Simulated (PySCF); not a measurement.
F₂H₂SeSi. Atoms are numbered in the order given.

```xyz
6

Si    -0.8437     0.4464     0.4037
F     -1.9800    -0.6227    -0.0100
F     -1.0921     1.7808    -0.4719
Se     1.1348    -0.5328    -0.1051
H     -1.0043     0.8208     1.8221
H      1.8825     0.6215     0.4351
```
Charge 0, spin multiplicity 1.

Geometry optimised at B3LYP-D3(BJ)/def2-SVP. The values are those of a single conformer.

These are CAM-B3LYP/def2-TZVPD (PySCF) values and carry that method's errors.

Gas-phase values at a fixed geometry.

```
Item                                                                                                           Result
---------------------------------------------------------------------------------------------  ----------------------
total energy                                                                                      -2892.28858 hartree
highest occupied level                                                                                       -9.07 eV
lowest empty level                                                                                            0.18 eV
orbital gap                                                                                                   9.25 eV
dipole moment                                                                                                  1.91 D
quadrupole, principal values (traceless, Buckingham form, about the centre of nuclear charge)   -4.85, 1.31, 3.54 D·Å
mean static polarisability                                                                       53.3 bohr³ (7.90 Å³)
polarisability, principal values                                                               47.7, 48.5, 63.8 bohr³
```
